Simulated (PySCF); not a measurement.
**Löwdin shares of the frontier orbitals**

C5H4O3.
SMILES with atom numbers: `[CH3:1][O:2][c:3]1[cH:4][c:5](=[O:6])[c:7]1=[O:8]` (hydrogens: H9, H10, H11 on C1; H12 on C4)

Structure used (GFN2-xTB), in Å, numbered top down from 1:
```xyz
12
C5H4O3 angstrom
C      2.077   -0.010    0.180
O      1.017   -0.843   -0.272
C     -0.196   -0.365   -0.177
C     -0.778    0.794    0.265
C     -2.141    0.346   -0.047
O     -3.246    0.795    0.045
C     -1.521   -0.978   -0.554
O     -1.875   -2.014   -1.023
H      2.994   -0.572    0.022
H      1.960    0.221    1.241
H      2.106    0.920   -0.393
H     -0.397    1.705    0.686
```

Computed, not measured: TDDFT PBE0/def2-SVPD, vertical, gas phase, core orbitals frozen in the response (PySCF 2.14.0, density-fitted response routines).

Frontier orbitals with the atoms that hold most of them (Löwdin shares over 4%, at most four atoms; ? is withheld):

| orbital | ε (eV) | atoms |
| --- | --- | --- |
| HOMO-3 | -11.05 | O8 38%, C7 16%, O2 12%, C1 8% |
| HOMO-2 | -9.32 | O8 39%, O6 32%, C7 10%, C5 9% |
| HOMO-1 | -8.40 | C4 27%, O2 19%, O6 16%, C3 15% |
| HOMO | -7.19 | ? |
| LUMO | -2.09 | ? |
| LUMO+1 | -1.45 | C5 25%, O6 24%, C3 22%, O2 10% |
| LUMO+2 | 0.11 | C1 30%, H10 10%, H11 10%, C4 10% |

**Question.** Which atoms hold the HOMO, and with what shares?

**Answer.** O6 (bonded to C) 35%; O8 (bonded to C) 25%; C5 (bonded to 2 C and O) 11%; C7 (bonded to 2 C and O) 11%. By element: oxygen 60% or more, carbon 22% or more.

**Question.** Give the leading atoms of the LUMO.

**Answer.** C4 (bonded to 2 C and H) 28%; O8 (bonded to C) 23%; C7 (bonded to 2 C and O) 23%; C3 (bonded to 2 C and O) 12%. By element: carbon 63% or more, oxygen 23% or more.

**Question.** How does S1 compare with the orbital gap of 5.10 eV?

**Answer.** S1 is at 3.32 eV (f = 0.0000), 1.78 eV below the gap, made of HOMO→LUMO (95%). Without the coupling terms of the response equations the lowest excitation would equal the gap.

**Question.** Give energy, strength and leading configuration of S1, S2, S3, S4 and S5, and follow the Löwdin shares of the leading atoms from the occupied to the empty orbital.

**Answer.** 
- S1 (3.32 eV, f 0.0000), HOMO→LUMO (95%): O6 35% → at most 13%, O8 25% → 23%, C4 at most 11% → 28%
- S2 (3.88 eV, f 0.0001), HOMO→LUMO+1 (95%): O6 35% → 24%, O8 25% → at most 11%, C5 11% → 25%
- S3 (5.43 eV, f 0.0000), HOMO-2→LUMO (88%): O8 39% → 23%, O6 32% → at most 13%, C4 at most 9% → 28%
- S4 (5.60 eV, f 0.088), HOMO-1→LUMO (93%): C4 27% → 28%, O2 19% → at most 13%, O8 at most 15% → 23%
- S5 (6.16 eV, f 0.0002), HOMO-2→LUMO+1 (88%): O8 39% → at most 11%, O6 32% → 24%, C5 9% → 25%

On one thread, Intel Xeon Platinum 8259CL at 2.50 GHz (x86_64), no GPU, shared host with 96 logical CPUs at a one-minute load of 58, this took 41 s of wall time and 0.81 GiB of memory at its peak.

One conformer stands for the species.
